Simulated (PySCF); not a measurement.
**Vertical excitation energies**

C6H8N2.
InChI=1S/C6H8N2/c1-6(2-4-7)3-5-8/h6H,2-3H2,1H3

Level of theory: PySCF, TDDFT B3LYP/def2-SVPD, vertical, gas phase, core orbitals frozen in the response. Isolated species at its GFN2-xTB geometry (one conformer only). Torsions of this conformer, `[CH3:1][CH:2]([CH2:3][C:4]#[N:5])[CH2:6][C:7]#[N:8]`: C1–C2–C3–C4 61°, C1–C2–C6–C7 174°.

Predict the UV-vis stick spectrum at this level.

| state | E (eV) | λ (nm) | f | \|μ\| (D) | main configurations (H = HOMO, L = LUMO) |
| --- | --- | --- | --- | --- | --- |
| S1 | 7.75 | 160.0 | 0.0004 | 0.12 | H-1→L (40%), H-2→L (12%), H-1→L+3 (9%) |
| S2 | 7.84 | 158.1 | 0.0004 | 0.11 | H-2→L+3 (12%), H-1→L+1 (12%), H→L+1 (11%) |
| S3 | 8.00 | 155.0 | 0.0080 | 0.51 | H→L (49%), H-1→L+4 (9%) |
| S4 | 8.10 | 153.0 | 0.0051 | 0.41 | H-1→L+2 (13%), H-3→L (13%), H→L+2 (10%) |
| S5 | 8.12 | 152.7 | 0.0054 | 0.42 | H→L+2 (26%), H→L+1 (24%), H-3→L+4 (15%) |
| S6 | 8.15 | 152.2 | 0.0009 | 0.17 | H→L+4 (36%), H-3→L+2 (17%), H-3→L+1 (14%) |
| S7 | 8.36 | 148.2 | 0.0004 | 0.11 | H→L (35%), H→L+3 (16%), H-3→L (15%) |
| S8 | 8.44 | 147.0 | 0.011 | 0.58 | H-1→L (32%), H-2→L (25%), H-1→L+3 (17%) |

Triplets, Tamm–Dancoff:

```csv
state,E (eV),λ (nm),"main configurations (H = HOMO, L = LUMO)"
T1,6.52,190.1,"H→L (10%), H-3→L (9%)"
T2,6.54,189.6,"H-2→L+4 (12%), H→L+3 (9%), H-1→L+4 (9%)"
T3,7.04,176.1,"H-1→L (16%), H-2→L (10%), H-3→L+2 (9%)"
```

The lowest singlet lies at 7.75 eV (160 nm, vacuum ultraviolet) and is dark (f under 0.0005); its leading configuration is HOMO-1→LUMO (40%). The strongest level in the table is S8 at 8.44 eV (147 nm, f = 0.011). It is the last of those listed, so stronger ones may follow. Löwdin shares by element: HOMO nitrogen 40%, carbon 28% or more (atoms not listed hold the other 31%); LUMO carbon 28% or more, hydrogen 9% or more (atoms not listed hold the other 62%). The oscillator strengths of these states sum to 0.032; summed over the whole spectrum of an exact calculation they would give the number of electrons, 58 (Thomas–Reiche–Kuhn). Weighted by f, the mean energy of these states is 8.19 eV. Orbital energies (eV): HOMO-3 -9.67, HOMO-2 -9.61, HOMO-1 -9.39, HOMO -9.33, LUMO -0.33, LUMO+1 0.25, LUMO+2 0.30. No computed singlet lies in the visible range (380 to 750 nm); the lowest, at 160 nm, stands 4.49 eV above its violet end (3.26 eV). Singlets were solved by full linear response, triplets in the Tamm–Dancoff approximation.

On one thread of an Arm Neoverse V1, shared host, this took 45 s of wall time.
